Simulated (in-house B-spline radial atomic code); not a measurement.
Orbital energies and mean radii along the 44-electron series, configuration [Kr] 4d8. The effective charge is n√(-2ε), a non-relativistic measure. Computed with a B-spline radial code for spherical atoms: Dirac-Hartree-Fock, average of the configuration, finite nuclei.

```
  ion   Z  energy of 3p3/2 (Eh)  mean radius of 3p3/2 (bohr)  energy of 4d5/2 (Eh)  mean radius of 4d5/2 (bohr)  effective charge of 3p3/2
Tb21+  65               -82.091                      0.24017               -25.494                       0.5579                      38.44
Dy22+  66               -86.483                      0.23549               -27.429                       0.5425                     39.455
Ho23+  67                     ?                            ?                     ?                            ?                          ?
Er24+  68                     ?                            ?                     ?                            ?                          ?
Tm25+  69               -100.37                      0.22242               -33.619                      0.50121                     42.505
Yb26+  70               -105.24                      0.21837                -35.81                      0.48887                     43.524
Lu27+  71               -110.23                      0.21444               -38.065                      0.47713                     44.543
```

**Question.** Fill in the row of Ho23+.

**Answer.** energy of 3p3/2 (Eh): -90.994; mean radius of 3p3/2 (bohr): 0.23098; energy of 4d5/2 (Eh): -29.429; mean radius of 4d5/2 (bohr): 0.52797; effective charge of 3p3/2: 40.471.

**Question.** Fill in the row of Er24+.

**Answer.** energy of 3p3/2 (Eh): -95.624; mean radius of 3p3/2 (bohr): 0.22663; energy of 4d5/2 (Eh): -31.492; mean radius of 4d5/2 (bohr): 0.51423; effective charge of 3p3/2: 41.488.

**Question.** How does the screening of 3p3/2 change?

**Answer.** Z less the effective charge goes from 26.56 at Z = 65 to 26.46 at Z = 71.
